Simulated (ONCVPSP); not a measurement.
**Before and after: ONCV potential for Rh**

Rh (Z = 45), optimised norm-conserving Vanderbilt (ONCV), made with ONCVPSP 4.0.1 (PBE, fully relativistic). Core [Ar] 3d10, reference 4s2 4p6 4d8 5s1. Waves: 4s+5s: rc 1.50 bohr, ncon 4, nbas 8, qcut 6 1/bohr, 3 projectors, debl 2.7 Ha; 4p: rc 1.15 bohr, ncon 4, nbas 7, qcut 7.4 1/bohr, 3 projectors, debl 1.3 Ha; 4d: rc 2.15 bohr, ncon 4, nbas 9, qcut 7.9 1/bohr, 2 projectors, debl 1.2 Ha. Local part: polynomial inside 0.90 bohr (lpopt 5, dvloc0 3 Ha). Core correction: none.

Open shells are filled in proportion to 2j + 1.

In the p channel the program set the typed energies aside and used -1.807, 0.250, 1.550 Ha (j = l + 1/2; the other j can differ).

Change: d: rc 2.5.

Cutoffs: the cutoffs (Ha) at which the residual kinetic energy of the hardest occupied pseudo-wave falls to 1 and 0.1 mHa per electron; they do not see the model core or the augmentation charge, which bear on the density cutoff. Errors are all-electron minus pseudo energies relative to the spin-unpolarised reference configuration.

How do hardness, ghosts and transferability respond?

The potential gets neither clearly harder nor softer (84 Ha and 110 Ha → 84 Ha and 110 Ha); both files keep a bound ghost (p); of the 4 tests that both files solve, the error grows in 4 and shrinks in 0 by more than 15 % and 0.3 meV (median size 2.1 → 6.8 meV). More of the atom is replaced by a form fitted at one configuration, so other configurations suffer.

| quantity | base | changed |
| --- | --- | --- |
| cutoff, loose | 84 Ha | 84 Ha |
| cutoff, tight | 110 Ha | 110 Ha |
| loose cutoff by channel | s 18 Ha, p 84 Ha, d 21 Ha | s 18 Ha, p 84 Ha, d 18 Ha |
| bound ghosts | p3/2 | p3/2 |
| GHOST(+) flags under 300 eV | none | none |
| error for 4s2 4p6 4d8 5s0, meV [ΔE 7.46 eV] | +0.6 | +1.1 |
| error for 4s2 4p6 4d7 5s0, meV [ΔE 26.97 eV] | +1.5 | +4.0 |
| error for 4s2 4p6 4d6 5s0, meV [ΔE 59.47 eV] | +29 | +76 |
| error for 4s2 4p6 4d9 5s0, meV [ΔE -0.91 eV] | +2.6 | +9.5 |
| s: phases at 1.52 bohr within 0.05 rad from the reference energy up to (Ha; the scan ends near 5) | to the end of the scan | to the end of the scan |
| p3/2: phases at 1.17 bohr within 0.05 rad from the reference energy up to (Ha; the scan ends near 5) | to the end of the scan | to the end of the scan |
| p1/2: phases at 1.17 bohr within 0.05 rad from the reference energy up to (Ha; the scan ends near 5) | to the end of the scan | to the end of the scan |

 A true bound ghost makes a file unfit for plane-wave use even where its test errors are small: the radial tests pick states by their node count and pass the ghost by.
